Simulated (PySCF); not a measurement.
**Low-lying terms of Nb(31+) (niobium, charge +31)**

Ground state [Ne], ¹S. Calculation: PySCF 2.14, in an even-tempered Gaussian basis (19 s from 1.76 bohr⁻², ratio 2.5; 12 p from 2.24 bohr⁻², ratio 2.5; 7 d from 1.15 bohr⁻², ratio 2.7; 3 f from 92 bohr⁻², ratio 2.7); scalar relativity by spin-free X2C-1e. Vertical excitation energies in eV without spin-orbit coupling; excited terms of each kind are numbered among those the solver found. Frozen: 1s2.

| term | leading excitation | EOM-EE-CCSD |
| --- | --- | --- |
| 1 3P° | 2p → s | 2281.2 |
| 1 1P° | 2p → s | 2287.0 |
| 1 3S | 2p → p | 2350.7 |
| 1 3D | 2p → p | 2360.8 |
| 1 1D | 2p → p | 2365.7 |
| 1 1P | 2p → p | 2366.5 |
| 1 3P | 2p → p | 2366.6 |
| 1 1S | 2p → p | 2405.5 |
| 2 3P° | 2p → d | 2448.3 |
| 1 3F° | 2p → d | 2453.3 |
| 1 1F° | 2p → d | 2459.2 |
| 1 1D° | 2p → d | 2460.9 |
| 2 3S | 2s → s | 2565.1 |
| 2 1S | 2s → s | 2577.3 |

The spin-orbit splitting of the hole, absent here, rivals or exceeds the spacing of these terms, so the LS terms are model states.

The solver can miss terms. The 22 highest virtual orbitals were dropped.
